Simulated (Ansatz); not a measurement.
## Reading a saddle point

A first-order saddle point of Si₂H₈SeO, singlet, PBE0-D4/def2-TZVP, with one imaginary mode of 808i cm⁻¹:

Si1  (0.377, 0.671, 0.483)
H2  (1.114, -0.455, -0.607)
O3  (-1.001, 0.256, -0.327)
Si4  (-2.056, -0.970, -0.601)
H5  (0.446, 2.101, 0.154)
H6  (0.213, 0.046, 1.808)
H7  (1.827, -0.171, -0.117)
Se8  (2.904, 0.821, 1.183)
H9  (-2.407, -1.644, 0.677)
H10  (-1.439, -1.965, -1.517)
H11  (-3.276, -0.405, -1.224)
H12  (3.297, 1.714, 0.086)
(Å)

Computed with Ansatz 0.2.0 (basis: def2-TZVPP and def2-QZVPP); correlated methods freeze the cores. Filled d shells of the heavier atoms are correlated. The def2 sets are not built for correlating such inner shells, so the correlated values are less sure here. Extrapolation: Hartree–Fock as exp(−7.88 √X), correlation as X^−2.97.

**Question.** Which contacts change along the imaginary mode, and what lies on either side? (Judge from chemistry; the calculation decides.)

**Answer.** Computed: The step is Si₂H₆O ([SiH3][O][SiH3]) + H₂Se → Si₂H₆SeO ([SiH3][O][SiH2][SeH]) + H₂, with the molecules in contact on both sides. Shortening one way: Si1–Se8, H2–H7; lengthening the same way: Si1–H2, H7–Se8.
```csv
pair,one side (Å),saddle (Å),other side (Å)
Si1–Se8,3.53,2.63,2.28
H2–H7,3.35,0.91,0.75
Si1–H2,1.49,1.73,5.29
H7–Se8,1.47,1.96,3.32
```

**Question.** Which side is lower, and how far does the saddle lie above each? (Judge from chemistry; the value comes from the calculation.)

**Answer.** The calculation gives: The side with Si1–Se8, H2–H7 short is lower by 11.39 kcal/mol; the saddle lies 53.68 kcal/mol above it and 42.29 kcal/mol above the other (CCSD(T) at an estimated basis limit (MP2 extrapolated from triple and quadruple zeta, plus CCSD(T) − MP2 in triple zeta); electronic energies).

No T1 diagnostic of these runs exceeds 0.012.

Labels in which every atom is bracketed show which atoms are joined, not bond orders.

For scale, one of the runs: CCSD(T)/def2-TZVPP, 275 basis functions, launched by `ansatz run in.yaml --threads 8 --pin off --events-out ev --progress --plain --max-ram 19148MiB`. The run took 2.7 min on 8 CPU threads of an Arm Neoverse V2 (shared host), with 7.1 GiB of host memory at its peak.
